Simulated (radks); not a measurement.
Polarisability of neutral neodymium, [Xe] 4f4 6s2, at imaginary frequency. Method: scalar-relativistic Kohn-Sham, LDA (Slater exchange, VWN5 correlation), spin-polarised, spherical densities, finite nucleus; open shells are filled with parallel spins first (spin-orbit coupling, left out, can overturn this in heavy ions); Fermi nuclear charge, rms radius 4.9123 fm; computed with a radial shooting solver on a logarithmic mesh with Libxc functionals. Response by self-consistent Sternheimer equations with the Hartree and adiabatic LDA kernel, the relativistic mass of each level held fixed and spin-orbit coupling left out.

w (hartree),alpha1(iw) (bohr^3)
0.00266,188.7
0.0143,185.5
0.0360,170.1
0.0697,134.9
0.118,90.07
0.186,53.83
0.280,31.46
0.413,18.98
0.605,11.90
0.892,7.483
1.35,4.466
2.12,2.406
3.59,1.122
6.94,0.4115
17.5,0.09001

Static values: alpha1 = 188.8 bohr^3 (27.98 angstrom^3; uncoupled 416.9). C6 = 3126, triple-dipole C9 = 424400 atomic units. One-pole (London) frequency 4 C6 / (3 alpha1^2) = 0.117 hartree, against 0.100 for minus the highest occupied eigenvalue. Recommended static value: 208 bohr^3 (Schwerdtfeger and Nagle, 2023 table).
